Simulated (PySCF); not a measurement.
Computed properties of Mg(F)(OMe) (CH3FMgO), SMILES C[O][Mg][F]

Mg(F)(OMe) (CH3FMgO), SMILES [Mg]([O]C)[F]. Coordinates come from a r2SCAN-D4/def2-SVP optimisation. Other conformers were not sampled. All values are computed for the isolated molecule unless a solvent is named; none is compared with measurement here.

**Structure.** The optimised structure has C3v symmetry. All 15 harmonic modes at r2SCAN-D4/def2-SVP (PySCF) are real, so it is a minimum. With heavy atoms numbered as in [Mg:1]([F:2])[O:3][CH3:4], the shortest bond between them is O3–C4 at 1.380 Å and the longest Mg1–O3 at 1.765 Å.

**Vibrations.** The strongest infrared lines (harmonic, unscaled, degenerate partners summed) lie at 1282 cm⁻¹ (355 km/mol, O 59 %, C 35 %), 174 cm⁻¹ (230 km/mol, Mg 51 %, O 34 %, F 12 %), 2948 cm⁻¹ (161 km/mol, H 98 %). The softest mode is at 87 cm⁻¹ and the zero-point energy is 27.0 kcal/mol.

**Electronic structure.** HF/def2-TZVPD (PySCF) places the frontier levels at -11.20 and 0.54 eV, a gap of 11.74 eV, and gives a dipole moment of 1.62 D and a mean polarisability of 31.1 bohr³.

**Excitations.** TDA-ωB97X/def2-SVPD (PySCF) has S1 at 5.36 eV (231 nm, f = 0.060, bright); the most intense of the 10 singlets computed lies at 7.57 eV (f = 0.13). Strengths of degenerate partners are summed. T1 (TDA) is at 5.32 eV, 0.04 eV under S1. No vertical singlet excitation falls in the visible range (under 3.1 eV).

**NMR.** GIAO shifts at B3LYP/pcSseg-2 (PySCF) (non-relativistic, atoms alike by connectivity averaged): ¹³C at 60.5 ppm against TMS; ¹H at 4.4 ppm against TMS; ¹⁹F at -274.3 ppm against CFCl3.
